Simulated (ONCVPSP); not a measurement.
**Ranking ONCV potentials for O**

All share these settings but for the change named:

oxygen (O), optimised norm-conserving Vanderbilt (ONCV), made with ONCVPSP 4.0.1 (PBEsol, scalar-relativistic). Core [He], reference 2s2 2p2 (charge +2). Waves: 2s: rc 0.60 bohr, ncon 4, nbas 8, qcut 13.8 1/bohr, 1 projector; 2p: rc 1.45 bohr, ncon 3, nbas 7, qcut 10.8 1/bohr, 1 projector; d scattering state at 0.18 Ha: rc 1.45 bohr, ncon 4, nbas 9, qcut 6.1 1/bohr, 2 projectors, debl 1.4 Ha. Local part: polynomial inside 0.55 bohr (lpopt 5, dvloc0 0 Ha). Core correction: polynomial model core, fcfact 0.7.

Test errors are all-electron minus pseudo excitation energies from the reference, over 2s2 2p4; 2s2 2p3; 2s2 2p1; 2s0 2p6. None of these files shows a bound ghost.

The base gives 370.1 meV.

Of 7 variants that were run, those that failed, showed a ghost or another fault, or gave nearly equal values are left out.

A variant can come out equal or close to the base, since the largest error may sit in a test that the change hardly touches while other tests move.

Rank these variants by their largest absolute test error, smallest first.
A. p: qcut 7
B. p: qcut 8.4
C. p: qcut 9.9
D. p: qcut 11.4
E. p: qcut 13

E (268.0 meV), D (329.3 meV), C (454.4 meV), B (639.5 meV), A (917.0 meV).
